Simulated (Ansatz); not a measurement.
`[SiH3]B1C[SiH2]1` + PH₃ → `PB1C[SiH2]1` + SiH₄  (cleavage of the B–Si bond)

Isolated molecules relaxed with PBE0-D4/def2-TZVP in Ansatz; ΔE leaves out vibrations. CCSD(T)/CBS adds triple-zeta CCSD(T) − MP2 to the extrapolated MP2 energy (def2 sets, frozen cores). This one scheme is used for every species. Functionals use def2-TZVPP. Each species was taken in one conformer, which may not be the lowest.

```tsv
level	ΔE (kcal/mol)
PBE-D4	-6.8
BLYP-D4	-6.9
r2SCANh-D4	-8.1
ωB97X-V	-7.8
ωB97M-V	-6.8
SCS-MP2/def2-TZVPP	-7.0
SCS-MP2/def2-QZVPP	-7.2
HF/CBS(def2)	-9.3
```

(1) What does CCSD(T)/CBS give? (An estimate is asked.)

(2) What do rigid-rotor, harmonic-oscillator terms from PBE0-D4/def2-TZVP frequencies (298.15 K, 1 bar) make of the CCSD(T)/CBS value? (Estimate.)

Largest T1 diagnostic among the species: 0.017.

## Answers

(1) The calculation gave: -6.6 kcal/mol. The listed levels differ from it by -0.2, -0.3, -1.5, -1.2, -0.2, -0.4, -0.6, -2.7 kcal/mol.

(2) Computed: ΔZPE = -0.1 kcal/mol, ΔH = -6.9 kcal/mol, ΔS = -17 J/(mol·K), ΔG = -5.6 kcal/mol.

Leaving LDA and LC-ωPBE aside and taking each functional with its dispersion term where it has one, the values, not all of them listed here, spread over 1.4 kcal/mol, from r2SCAN0-D4 to PBE-D4. From BLYP to BHLYP (50 % exact exchange), in def2-TZVPP and without D4, ΔE moves by −1.5 kcal/mol. In def2-TZVPP, CCSD(T) changes the Hartree–Fock value by +3.0 kcal/mol (the triples alone add +0.4 kcal/mol) and MP2 by +2.0 kcal/mol.
